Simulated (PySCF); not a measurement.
Below is a simulated gas-phase Si 2p photoelectron spectrum of `[SiH3]OBP`.

Every computed line was given a Gaussian of 0.8 eV full width at half maximum and an area set by the number of equivalent atoms (split 2:1 within a doublet); the highest printed point is 100. Method: delta-SCF UKS SCAN, pcX-2 on the ionised atom, pcseg-1 elsewhere, spin-free X2C in PySCF 2.14.0.

(binding energy (eV), intensity): (106.8, 0), (106.9, 0), (107.0, 1), (107.1, 3), (107.2, 6), (107.3, 11), (107.4, 19), (107.5, 31), (107.6, 46), (107.7, 63), (107.8, 79), (107.9, 91), (108.0, 99), (108.1, 100), (108.2, 96), (108.3, 89), (108.4, 81), (108.5, 72), (108.6, 64), (108.7, 55), (108.8, 45), (108.9, 35), (109.0, 26), (109.1, 17), (109.2, 11), (109.3, 6), (109.4, 3), (109.5, 2), (109.6, 1), (109.7, 0), (109.8, 0)

Task: Count the maxima, the lines and the sites behind this envelope.

Result: The curve has 1 maximum (at 108.1 eV). Under it lie 2 lines from 1 inequivalent silicon site, drawn as a 2p3/2, 2p1/2 pair. At this width some lines have no maximum of their own.

Task: Decompose the envelope and assign each component. Numbering: `[SiH3:1][O:2][BH:3][PH2:4]`.

Result: 
```csv
position (eV),relative area,line,atoms,environment
108.00,0.67,Si 2p3/2,Si1,oxygen-bound silicon
108.62,0.33,Si 2p1/2,Si1,oxygen-bound silicon
```

Task: What are the centre and the root-mean-square width of the whole band?

Result: The area-weighted mean of the lines is 108.21 eV. Their own spread about it is 0.29 eV (rms) and each Gaussian has σ = 0.8/2.355 = 0.34 eV; the variances add, which gives 0.45 eV.

The curve has no shake-up lines and no vibrational structure. 2p3/2 and 2p1/2 are the ΔSCF energy of one spin-free 2p hole plus the eigenvalues of a spin–orbit and ligand-field matrix of the shell. 2p1/2 minus 2p3/2 (ligand field included): Si 0.63 eV. The structure is a single PBE0-D3(BJ)/def2-SVP conformer in the gas phase; no vibrational or solvent corrections.

The values belong to the conformer `[SiH3:1][O:2][BH:3][PH2:4]`: Si1–O2–B3–P4 0°, H–P4–B3–O2 -44°, H–P4–B3–O2 -142°.
